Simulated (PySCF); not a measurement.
# Correlation energy of Bi(3+) (bismuth, charge +3)

[Xe] 4f14 5d10 6s2, closed-shell 1S. Computed with PySCF 2.14 in def2-SVP with the def2 core potential (60 electrons) (4s4p2d, 26 functions), with scalar relativity through the core potential. Frozen: 5s2 5p6 5d10; 2 electrons correlated.

Total MP2 correlation energy: -17.43 mhartree.

Same-spin part 0.00 and opposite-spin part -17.43 mhartree; SCS-MP2 scales them by 1/3 and 6/5 to -20.92 mhartree.

With two correlated electrons CCSD is exact within the correlated space (frozen core and kept virtual orbitals).

| level | correlation energy (mhartree) |
| --- | --- |
| CCSD | -24.74 |

Diagnostics: T1 = 0.00019, D1 = 0.0003, largest double amplitude 0.077.

Question: Is a single reference adequate?

Answer: Mostly. T1 lies below 0.03, but a double amplitude of this size points to a near-degeneracy that CCSD handles and MP2 describes poorly.
